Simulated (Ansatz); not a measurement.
Mulliken charges of HI3OTi (`[OH][Ti]([I])([I])[I]`) from PBE/def2-TZVPP in Ansatz (PBE0-D4/def2-TZVP geometry).

```json
{"atom": "O1", "x (Å)": "-0.500", "y (Å)": "0.311", "z (Å)": "1.297", "charge (e)": "-0.429"}
{"atom": "Ti2", "x (Å)": "0.122", "y (Å)": "0.003", "z (Å)": "-0.293", "charge (e)": "0.384"}
{"atom": "I3", "x (Å)": "2.211", "y (Å)": "-1.444", "z (Å)": "-0.115", "charge (e)": "-0.053"}
{"atom": "I4", "x (Å)": "-1.629", "y (Å)": "-1.251", "z (Å)": "-1.653", "charge (e)": "-0.053"}
{"atom": "I5", "x (Å)": "0.695", "y (Å)": "2.203", "z (Å)": "-1.446", "charge (e)": "-0.057"}
{"atom": "H6", "x (Å)": "-0.857", "y (Å)": "0.114", "z (Å)": "2.163", "charge (e)": "0.208"}
```

Q: By hand: the dipole of these point charges (1 e Å = 4.8032 D).

A: Σ q r = (0.013, -0.091, -0.043) e Å, of length 0.101 e Å = 0.49 D.

Q: How does the dipole of the full density compare? (An estimate is asked.)

A: Ansatz gave: (-0.181, -0.035, 0.445) e Å, 2.31 D; the point charges give 0.21 times that, at 112° from its direction.

Point charges leave out the atoms' own dipoles, such as those of lone pairs, and Mulliken's split depends on the basis, so the two needn't agree.
